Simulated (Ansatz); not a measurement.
B₉As₉. The state is a singlet with charge 0. Geometry PBE-D4/def2-SVP; atoms count from 1.

```xyz
18

As   -2.853   -0.223    0.244
As    2.655   -2.582   -3.209
As    1.941    1.316   -2.702
As   -0.858   -1.556   -1.950
As   -1.751   -0.484    4.523
As    0.343   -1.319    1.429
As   -0.264    3.647    1.186
As   -2.515    0.806    2.540
As    2.411    0.120   -0.385
B     1.060   -2.043   -2.286
B    -1.173   -1.295    0.089
B    -0.911    0.398    0.899
B     0.794   -0.292   -1.797
B     2.277   -0.767   -2.486
B     0.798    1.189   -0.934
B    -1.055    1.988    1.636
B    -0.094    1.885    0.258
B    -0.805   -0.789    2.944
```

Single mean-field runs in def2-TZVP are fitted with def2-universal-jkfit.

Question: Estimate the Mulliken populations from the PBE0/def2-TZVP orbitals of Ansatz.

Answer: 
```csv
atom,charge (e)
As1,0.02
As2,-0.03
As3,0.11
As4,0.04
As5,-0.03
As6,0.03
As7,0.02
As8,0.13
As9,0.10
B10,-0.22
B11,0.06
B12,0.26
B13,0.20
B14,-0.15
B15,0.06
B16,-0.20
B17,-0.18
B18,-0.21
```
Mulliken values depend strongly on the basis.

Question: And the Mayer bond orders between heavy atoms (over 0.3)?

Answer: As1–As8 0.81 (2.54 Å); As1–B11 1.11 (2.00 Å); As1–B12 0.51 (2.14 Å); As2–B10 1.61 (1.92 Å); As2–B14 1.20 (1.99 Å); As3–As9 0.69 (2.65 Å); As3–B13 0.47 (2.17 Å); As3–B14 0.79 (2.12 Å); As3–B15 0.81 (2.11 Å); As4–B10 1.14 (2.01 Å); As4–B11 0.77 (2.08 Å); As4–B13 0.80 (2.09 Å); As5–As8 0.78 (2.49 Å); As5–B18 1.79 (1.87 Å); As6–B11 0.98 (2.02 Å); As6–B12 0.55 (2.19 Å); As6–B18 1.13 (1.97 Å); As7–B16 1.70 (1.89 Å); As7–B17 1.16 (2.00 Å); As8–B16 0.80 (2.08 Å); As8–B18 0.55 (2.37 Å); As9–B13 0.35 (2.19 Å); As9–B14 0.53 (2.28 Å); As9–B15 0.94 (2.01 Å); B10–B13 0.31 (1.84 Å); B10–B14 0.52 (1.77 Å); B11–B12 0.53 (1.90 Å); B12–B16 0.42 (1.76 Å); B12–B17 0.50 (1.81 Å); B13–B14 0.67 (1.70 Å); B13–B15 0.63 (1.71 Å); B15–B17 0.95 (1.64 Å); B16–B17 0.55 (1.68 Å).
